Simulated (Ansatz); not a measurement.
Born–Oppenheimer molecular dynamics of C₂H₈O₃Si (14 atoms, charge 0, multiplicity 1). It goes on from the last frame of an earlier run, with new velocities.

Computed with RKS CAM-B3LYP-D4/6-31G (Ansatz).

```
ensemble                      : NVE (velocity Verlet)
time step                     : 1 fs
steps asked                   : 250
starting velocities drawn for : 300 K
seed                          : 635630
```

First frame:

```xyz
14
Properties=species:S:1:pos:R:3
Si -0.095 -0.151 -0.014
O -0.279 -0.633 1.587
C -0.891 -0.146 2.777
H -1.625 -0.878 3.181
H -0.143 0.052 3.531
H -1.411 0.820 2.582
C 1.727 0.009 -0.479
H 2.348 -0.877 -0.283
H 1.736 0.260 -1.540
H 2.211 0.807 0.120
O -0.865 1.328 -0.289
H -1.804 1.310 -0.536
O -0.886 -1.235 -0.990
H -0.910 -2.201 -0.971
```

(1) How far do the bonds stretch over the last three quarters of this one trajectory? (Pairs bonded in most of those frames.)

Results:

(1) 
| bond | mean (Å) | spread (Å) | shortest | longest |
| --- | --- | --- | --- | --- |
| Si1–O2 | 1.694 | 0.014 | 1.66 | 1.72 |
| Si1–C7 | 1.864 | 0.025 | 1.81 | 1.92 |
| Si1–O11 | 1.706 | 0.030 | 1.65 | 1.76 |
| Si1–O13 | 1.705 | 0.025 | 1.66 | 1.76 |
| O2–C3 | 1.437 | 0.015 | 1.41 | 1.46 |
| C3–H4 | 1.093 | 0.011 | 1.07 | 1.12 |
| C3–H5 | 1.096 | 0.018 | 1.07 | 1.13 |
| C3–H6 | 1.096 | 0.012 | 1.07 | 1.12 |
| C7–H8 | 1.093 | 0.022 | 1.05 | 1.13 |
| C7–H9 | 1.097 | 0.038 | 1.03 | 1.16 |
| C7–H10 | 1.095 | 0.028 | 1.05 | 1.14 |
| O11–H12 | 0.969 | 0.015 | 0.94 | 1.00 |
| O13–H14 | 0.966 | 0.006 | 0.95 | 0.98 |

Mean temperature of the second half: 207 K. The conserved energy stayed within 0.67 meV per atom of its start (net change 0.16 meV per atom), so the integration is sound. A run of 0.25 ps of so small a system gives no equilibrium averages. Limits of this set-up: no polarisation functions.

Run time: 14 min on 2 threads of Arm Neoverse V1, with other jobs on the host, peak memory 0.2 GiB.
